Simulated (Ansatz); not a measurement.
Gas-phase electronic energies from Ansatz, PBE0-D4/def2-TZVP geometries. CCSD(T)/CBS adds triple-zeta CCSD(T) − MP2 to the extrapolated MP2 energy (def2 sets, frozen cores). DFT in def2-TZVPP. B3LYP here is the variant with VWN-RPA as its local correlation; programs differ in this. For Ge outer-core shells are correlated without core-valence functions, which leaves a few kJ/mol of doubt a bond. Scalar relativity is left out up to krypton. One conformer a species, not always the lowest.

`[GeH3][SiH2][SiH2][SiH2][GeH3]` + disilane → `[SiH3][SiH2][SiH2][SiH2][GeH3]` + `[SiH3][GeH3]`  (formal exchange of groups at the Si–Si bond)

`[GeH3][SiH2][SiH2][SiH2][GeH3]`:

Z-matrix (Å, degrees):
```
Ge
Si 1 2.380
H 1 1.538 2 110.0
H 1 1.538 2 111.3 3 120.2
H 1 1.538 2 110.3 3 -119.3
Si 2 2.338 1 109.7 3 61.9
H 2 1.490 1 108.8 3 -57.3
H 2 1.489 1 109.7 3 -175.7
Si 6 2.337 2 108.2 1 -50.0
H 6 1.490 2 110.5 1 -170.1
H 6 1.490 2 109.6 1 70.4
Ge 9 2.380 6 109.7 2 -50.5
H 9 1.489 6 111.3 2 -172.1
H 9 1.490 6 109.0 2 68.6
H 12 1.538 9 110.3 6 -58.0
H 12 1.538 9 111.3 6 -178.5
H 12 1.538 9 110.0 6 61.3
```

`[SiH3][SiH3]`:

Cartesian coordinates in Å:
```
Si -0.814 -0.818 0.186
Si 0.814 0.818 -0.186
H -0.174 -2.144 0.398
H -1.620 -0.480 1.390
H -1.727 -0.912 -0.986
H 1.622 0.478 -1.388
H 1.725 0.915 0.987
H 0.174 2.143 -0.401
```

`[SiH3][SiH2][SiH2][SiH2][GeH3]`:

Cartesian coordinates in Å:
```
Si -1.068 1.158 2.124
Si -1.780 0.841 -0.080
Si -1.133 -1.284 -0.811
Si 1.143 -1.559 -0.358
Ge 2.360 0.308 -1.194
H -1.480 2.491 2.641
H -1.648 0.105 3.000
H 0.415 1.059 2.186
H -1.138 1.864 -0.953
H -3.258 1.009 -0.172
H -1.933 -2.323 -0.102
H -1.371 -1.425 -2.275
H 1.666 -2.813 -0.969
H 1.341 -1.641 1.116
H 2.113 0.474 -2.703
H 3.871 0.141 -0.963
H 1.900 1.595 -0.489
```

`[SiH3][GeH3]`:

```xyz
8

Si   -0.805   -0.872    0.179
Ge    0.790    0.855   -0.176
H    -0.494   -1.603    1.436
H    -0.779   -1.834   -0.955
H    -2.170   -0.293    0.286
H     0.766    1.861    0.987
H     0.484    1.615   -1.478
H     2.209    0.271   -0.280
```

```json
{"level": "PBE0-D4", "ΔE (eV)": "0.00"}
{"level": "r2SCANh-D4", "ΔE (eV)": "0.00"}
{"level": "BLYP", "ΔE (eV)": "0.00"}
{"level": "PBE0", "ΔE (eV)": "0.00"}
{"level": "B3LYP", "ΔE (eV)": "0.00"}
{"level": "CCSD/def2-SVP", "ΔE (eV)": "0.00"}
{"level": "CCSD(T)/def2-SVP", "ΔE (eV)": "0.00"}
{"level": "SCS-MP2/def2-QZVPP", "ΔE (eV)": "0.01"}
```

Problem. What does CCSD(T)/CBS give? (Best estimate.)

Solution. Computed: +0.01 eV. The listed levels differ from it by -0.01, -0.01, -0.01, -0.01, -0.01, -0.01, -0.01, 0.00 eV.

Largest T1 diagnostic among the species: 0.013.

Leaving LDA and LC-ωPBE aside and taking each functional with its dispersion term where it has one, the values, not all of them listed here, spread over 0.01 eV, from B97M-V to BHLYP-D4.
